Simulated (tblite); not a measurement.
Species: C₃H₁₂NPSSi₂.
SMILES with atom numbers: `[SiH3:1][N:2]([SiH3:3])[P:4]1(=[S:5])[CH2:6][CH2:7][CH2:8]1` (hydrogens: H9, H10, H11 on Si1; H12, H13, H14 on Si3; H15, H16 on C6; H17, H18 on C7; H19, H20 on C8)

Computed with GFN2-xTB (tblite), gas phase: L-BFGS steps from a force-field or distance-geometry start until the largest atomic force falls under 0.01 eV/Å.

Step 9: E = -674.0151 eV
```
atom  x, y, z in Å  |  force x, y, z in eV/Å
Si1     2.0029    1.2850    0.1002    0.121  -0.003   0.046
N2      0.9608   -0.1474    0.0889    0.230   0.112   0.317
Si3     1.8269   -1.6423   -0.2042    0.082  -0.148  -0.095
P4     -0.4304    0.2108   -0.7776    0.087   0.125   0.155
S5     -0.0929    0.7199   -2.6069   -0.178   0.008  -0.285
C6     -1.4872    1.2220    0.3895    0.033   0.069  -0.065
C7     -1.9762   -0.0920    1.0124   -0.053   0.108   0.026
C8     -1.8205   -0.9154   -0.2717   -0.132  -0.100   0.109
H9      1.1666    2.4611   -0.0754   -0.095   0.088   0.065
H10     2.7460    1.3169    1.3621   -0.194  -0.162  -0.033
H11     2.9194    1.1360   -1.0226    0.097   0.140  -0.048
H12     0.8627   -2.6703   -0.5726   -0.131   0.008   0.035
H13     2.7597   -1.3806   -1.3003    0.022  -0.182  -0.057
H14     2.5897   -2.0013    0.9994   -0.226   0.196  -0.042
H15    -1.1093    2.0013    1.0449    0.230  -0.112   0.101
H16    -2.2615    1.6700   -0.2411   -0.097  -0.034   0.038
H17    -1.2798   -0.4364    1.7844    0.008   0.045  -0.195
H18    -2.9703   -0.0641    1.4598   -0.089   0.010  -0.167
H19    -2.6179   -0.6689   -0.9808   -0.059   0.047   0.005
H20    -1.7937   -1.9935   -0.1913    0.343  -0.215   0.089
```

Step 10: E = -674.0388 eV
```
atom  x, y, z in Å  |  force x, y, z in eV/Å
Si1     2.0025    1.2890    0.0983    0.118   0.059   0.005
N2      0.9709   -0.1440    0.0794    0.052   0.075   0.259
Si3     1.8247   -1.6471   -0.2103    0.023  -0.057  -0.089
P4     -0.4284    0.2158   -0.7807    0.106  -0.016   0.310
S5     -0.1028    0.7120   -2.6105   -0.150   0.064  -0.420
C6     -1.4870    1.2227    0.3887    0.109   0.097  -0.022
C7     -1.9674   -0.0917    1.0136   -0.157   0.118  -0.070
C8     -1.8178   -0.9150   -0.2683    0.022  -0.127   0.013
H9      1.1603    2.4664   -0.0682   -0.049   0.035   0.062
H10     2.7333    1.3016    1.3637   -0.144  -0.132   0.018
H11     2.9242    1.1461   -1.0216    0.092   0.150  -0.047
H12     0.8495   -2.6668   -0.5710   -0.124  -0.004   0.031
H13     2.7585   -1.3948   -1.3054    0.043  -0.180  -0.078
H14     2.5741   -1.9838    1.0031   -0.173   0.143  -0.002
H15    -1.1070    1.9891    1.0559    0.248  -0.033   0.077
H16    -2.2602    1.6800   -0.2394   -0.070  -0.086   0.088
H17    -1.2789   -0.4387    1.7935   -0.012   0.084  -0.265
H18    -2.9649   -0.0618    1.4423   -0.203   0.006  -0.031
H19    -2.6085   -0.6774   -0.9909   -0.052   0.036   0.115
H20    -1.7804   -1.9912   -0.1752    0.320  -0.231   0.045
```

Step 11: E = -674.0704 eV
```
atom  x, y, z in Å  |  force x, y, z in eV/Å
Si1     2.0042    1.2962    0.0954    0.084   0.133  -0.060
N2      0.9854   -0.1384    0.0711   -0.162   0.003   0.121
Si3     1.8217   -1.6546   -0.2206   -0.087   0.092  -0.064
P4     -0.4226    0.2232   -0.7831    0.099  -0.179   0.283
S5     -0.1195    0.7019   -2.6235   -0.137   0.067  -0.326
C6     -1.4840    1.2260    0.3881    0.157   0.089   0.046
C7     -1.9592   -0.0887    1.0133   -0.248   0.072  -0.176
C8     -1.8130   -0.9177   -0.2629    0.235  -0.125  -0.119
H9      1.1509    2.4742   -0.0569    0.022  -0.040   0.056
H10     2.7128    1.2778    1.3665   -0.054  -0.085   0.107
H11     2.9328    1.1634   -1.0209    0.079   0.161  -0.039
H12     0.8285   -2.6617   -0.5680   -0.098  -0.006   0.027
H13     2.7576   -1.4182   -1.3143    0.062  -0.172  -0.102
H14     2.5490   -1.9565    1.0088   -0.091   0.064   0.053
H15    -1.0987    1.9730    1.0734    0.244   0.048   0.012
H16    -2.2588    1.6918   -0.2345   -0.011  -0.113   0.139
H17    -1.2788   -0.4394    1.8001   -0.044   0.127  -0.304
H18    -2.9624   -0.0588    1.4187   -0.292   0.014   0.113
H19    -2.5955   -0.6887   -1.0021   -0.017  -0.021   0.253
H20    -1.7558   -1.9941   -0.1518    0.258  -0.131  -0.021
```

Step 12: E = -674.0995 eV
```
atom  x, y, z in Å  |  force x, y, z in eV/Å
Si1     2.0072    1.3056    0.0918    0.038   0.131  -0.075
N2      0.9973   -0.1330    0.0658   -0.270  -0.022  -0.027
Si3     1.8172   -1.6604   -0.2317   -0.159   0.196  -0.017
P4     -0.4147    0.2289   -0.7851    0.035  -0.254   0.114
S5     -0.1381    0.6931   -2.6416   -0.133   0.026  -0.062
C6     -1.4775    1.2308    0.3892    0.137   0.024   0.080
C7     -1.9567   -0.0844    1.0101   -0.258  -0.008  -0.220
C8     -1.8040   -0.9236   -0.2589    0.356  -0.065  -0.182
H9      1.1421    2.4811   -0.0449    0.078  -0.084   0.044
H10     2.6918    1.2530    1.3712    0.020  -0.036   0.159
H11     2.9426    1.1834   -1.0208    0.063   0.166  -0.028
H12     0.8062   -2.6567   -0.5647   -0.056   0.007   0.024
H13     2.7577   -1.4444   -1.3248    0.055  -0.161  -0.098
H14     2.5227   -1.9286    1.0154   -0.032  -0.003   0.067
H15    -1.0860    1.9599    1.0914    0.215   0.082  -0.068
H16    -2.2566    1.7008   -0.2265    0.056  -0.092   0.158
H17    -1.2808   -0.4371    1.7998   -0.075   0.147  -0.280
H18    -2.9661   -0.0560    1.3991   -0.281   0.025   0.171
H19    -2.5821   -0.7004   -1.0079    0.021  -0.100   0.326
H20    -1.7273   -2.0011   -0.1298    0.189   0.022  -0.084
```

**Question.** Estimate the geometry and energy of step 13. (The exact step hangs on the optimiser's Hessian estimate; all steps are aligned on step 12, rigid shifts and turns removed.)

**Answer.** E = -674.1281 eV, largest force 0.367 eV/Å
```
atom  x, y, z in Å  |  force x, y, z in eV/Å
Si1     2.0112    1.3166    0.0874   -0.002   0.045  -0.022
N2      1.0050   -0.1274    0.0609   -0.254   0.007  -0.155
Si3     1.8102   -1.6631   -0.2429   -0.162   0.229   0.039
P4     -0.4063    0.2311   -0.7878   -0.081  -0.214  -0.089
S5     -0.1593    0.6846   -2.6608   -0.119  -0.027   0.229
C6     -1.4682    1.2360    0.3918    0.067  -0.079   0.064
C7     -1.9597   -0.0800    1.0031   -0.181  -0.084  -0.188
C8     -1.7890   -0.9316   -0.2574    0.336   0.029  -0.146
H9      1.1345    2.4868   -0.0320    0.111  -0.094   0.026
H10     2.6707    1.2273    1.3785    0.062   0.015   0.144
H11     2.9537    1.2068   -1.0214    0.039   0.162  -0.010
H12     0.7828   -2.6513   -0.5608    0.000   0.035   0.024
H13     2.7587   -1.4740   -1.3372    0.009  -0.147  -0.054
H14     2.4954   -1.9005    1.0228   -0.002  -0.056   0.032
H15    -1.0688    1.9492    1.1085    0.167   0.071  -0.150
H16    -2.2529    1.7077   -0.2149    0.116  -0.027   0.143
H17    -1.2852   -0.4315    1.7930   -0.102   0.134  -0.194
H18    -2.9754   -0.0530    1.3830   -0.178   0.026   0.142
H19    -2.5681   -0.7140   -1.0072    0.044  -0.180   0.304
H20    -1.6947   -2.0090   -0.1097    0.128   0.154  -0.139
```

The energy changes by -0.0286 eV. The first-order estimate −F·Δx gives -0.0401 eV and the mean of the old and new forces, exact on a quadratic surface, -0.0285 eV. The step makes an angle of 69° with the force vector and moves no atom by more than 0.040 Å.

What follows is the cost of the whole relaxation. The run took 0.81 s wall on one thread, Arm Neoverse V2 (aarch64), no GPU, shared host with 96 logical CPUs at a one-minute load of 24.
